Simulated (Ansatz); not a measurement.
CH$_{4}$FNZn (`[NH2][Zn][CH2]F`), relaxed with RKS PBE0-D4/def2-TZVP in Ansatz 0.2.0 from a GFN2-xTB geometry. The force threshold is 0.005 eV/Å; the program also tests the step.

Charge 0, multiplicity 1.

Start:

```xyz
8

N     0.999   -0.341   -1.766
Zn   -0.040    0.483   -0.481
C    -0.663    0.426    1.444
F    -0.636   -0.967    1.566
H     0.715   -1.270   -2.050
H     1.277    0.139   -2.610
H    -1.678    0.725    1.697
H     0.026    0.804    2.199
```

```
         step  energy (eV)  largest force (eV/Å)  largest move (Å)
            1  -53718.1598                 0.671             0.000
            2  -53718.3270                 0.484             0.191
            3  -53718.4119                 0.473             0.194
 4 (rejected)  -53718.4101                 0.713             0.200
            5  -53718.4510                 0.184             0.098
            6  -53718.4606                 0.142             0.100
            7  -53718.4620                 0.035             0.021
            8  -53718.4621                 0.011             0.015
            9  -53718.4621                 0.013             0.015
10 (rejected)  -53718.4619                 0.134             0.066
           11  -53718.4622                 0.011             0.025
           13  -53718.4624                 0.079             0.031
           15  -53718.4627                 0.160             0.079
           17  -53718.4649                 0.018             0.059
19 (rejected)  -53718.4655                 0.236             0.082
           21  -53718.4671                 0.187             0.098
23 (rejected)  -53718.4673                 0.352             0.032
           25  -53718.4707                 0.006             0.067
           27  -53718.4717                 0.011             0.060
           29  -53718.4729                 0.063             0.015
31 (rejected)  -53718.4558                 0.942             0.196
33 (rejected)  -53718.4729                 0.276             0.100
           35  -53718.4743                 0.092             0.049
           37  -53718.4747                 0.006             0.021
           39  -53718.4749                 0.020             0.008
           41  -53718.4749                 0.007             0.017
           43  -53718.4749                 0.004             0.000
```

End:

```xyz
8

N     0.922   -0.151   -1.939
Zn    0.160    0.011   -0.299
C    -0.607    0.298    1.474
F    -1.372   -0.808    1.862
H     1.659   -0.827   -2.077
H     0.335   -0.145   -2.760
H    -1.262    1.175    1.501
H     0.165    0.447    2.236
```

Hardware: 2 threads of an Arm Neoverse V2 on a shared host. Wall time 2.4 min, peak host memory 0.39 GiB.
